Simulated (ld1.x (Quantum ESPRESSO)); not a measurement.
What one change does to a pseudopotential (Cr, ultrasoft)

| Property | Result |
| --- | --- |
| Element | Cr |
| Generator | ld1.x (Quantum ESPRESSO) 7.5 |
| Type | ultrasoft |
| Functional | PBE |
| Relativity | scalar-relativistic |
| Frozen core | [Ne] 3s2 |
| Valence charge | 12 |
| Reference configuration | 3p6 3d5 4s1 4p0 |
| Partial waves | 4s (bound): rcut 2.10, rcutus 2.65 bohr; 4s channel at 2.7 Ry: rcut 2.10, rcutus 2.65 bohr; 3p (bound): rcut 1.45, rcutus 1.70 bohr; 4p (bound, empty): rcut 1.45, rcutus 1.70 bohr; 3d (bound): rcut 1.30, rcutus 1.40 bohr; 3d channel at 0.2 Ry: rcut 1.30, rcutus 1.40 bohr |
| Local potential | all-electron potential smoothed inside 1.75 bohr (lloc = -1) |
| Core correction | none |
| Augmentation charge | PSQ, inside the norm-conserving radii |

Change: wave 3d channel at 0.2 Ry: rcut 1.30, rcutus 1.40 bohr becomes 3d channel at 1.39 Ry: rcut 1.30, rcutus 1.40 bohr.

Cutoffs: the cutoffs (Ry, on a coarse ladder) from which the occupation-weighted sum of valence levels, in a spherical-Bessel basis at the reference potential, stays within 10 and 1 mRy of its value at 400 Ry; they do not see the model core or the augmentation charge, which bear on the density cutoff. Errors are all-electron minus pseudo energies relative to the spin-unpolarised reference configuration.

Problem. How do hardness, ghosts and transferability respond?

Solution. The potential gets neither clearly harder nor softer (50 Ry and 90 Ry → 50 Ry and 90 Ry); of the 7 tests that both files solve, the error grows in 4 and shrinks in 0 by more than 15 % and 0.3 meV (median size 8.1 → 13.6 meV); neither file shows a bound ghost.

```csv
quantity,base,changed
"cutoff, loose",50 Ry,50 Ry
"cutoff, tight",90 Ry,90 Ry
bound ghosts,none,none
"error for 3p6 3d5 4s0 4p0, meV [ΔE 6.90 eV]",-1.4,-1.7
"error for 3p6 3d4 4s0 4p0, meV [ΔE 22.95 eV]",+17,+15
"error for 3p6 3d3 4s0 4p0, meV [ΔE 53.70 eV]",-46,-68
"error for 3p6 3d4 4s2 4p0, meV [ΔE -0.10 eV]",-15,-18
"error for 3p6 3d5 4s0.5 4p0, meV [ΔE 2.71 eV]",-0.6,-0.7
"error for 3p5 3d5 4s1 4p0, meV [ΔE 51.51 eV]",-8.1,-14
"error for 3p6 3d5.5 4s0.5 4p0, meV [ΔE 0.73 eV]",-2.0,-2.3
s: phases at 2.90 bohr within 0.05 rad from the reference energy up to (Ry; the scan ends near 5),to the end of the scan,to the end of the scan
p: phases at 2.90 bohr within 0.05 rad from the reference energy up to (Ry; the scan ends near 5),4.2,4.2
d: phases at 2.90 bohr within 0.05 rad from the reference energy up to (Ry; the scan ends near 5),to the end of the scan,to the end of the scan
lowest overlap eigenvalue by channel,"s 0.68, p 0.11, d 0.89","s 0.68, p 0.11, d 1.00"
```
